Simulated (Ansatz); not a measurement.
Reaction (redistribution): `[F][Sn]([F])([F])[Cl]` + `CC[SiH2]N` → `[CH3][Sn]([F])([F])[F]` + `N[SiH2]CCl`

Gas-phase electronic energies from Ansatz, PBE0-D4/def2-TZVP geometries. CCSD(T)/CBS is the MP2 limit (def2-TZVPP, def2-QZVPP) plus CCSD(T) − MP2 in def2-TZVPP, frozen cores. Elements past krypton have def2 core potentials. For Sn outer-core shells are correlated without core-valence functions, which leaves a few kJ/mol of doubt a bond. One conformer a species, not always the lowest.

```csv
species,MP2/def2-QZVPP energy (Eh)
`[F][Sn]([F])([F])[Cl]`,-973.04172
`CC[SiH2]N`,-425.22373
`[CH3][Sn]([F])([F])[F]`,-553.10910
`N[SiH2]CCl`,-845.12891
```

**Question.** Work out ΔE.

**Answer.** ΔE = (-553.10910) + (-845.12891) − (-973.04172) − (-425.22373) = 0.02744 Eh = +72.0 kJ/mol. CCSD(T)/CBS gives +71.4 kJ/mol.

Largest T1 diagnostic among the species: 0.014.

Leaving LDA and LC-ωPBE aside and taking each functional with its dispersion term where it has one, the values, not all of them listed here, spread over 20.9 kJ/mol, from BLYP-D4 to B97M-V. At CCSD(T), def2-SVP lies +21.0 kJ/mol from the extrapolated value and def2-TZVPP +0.1 kJ/mol.
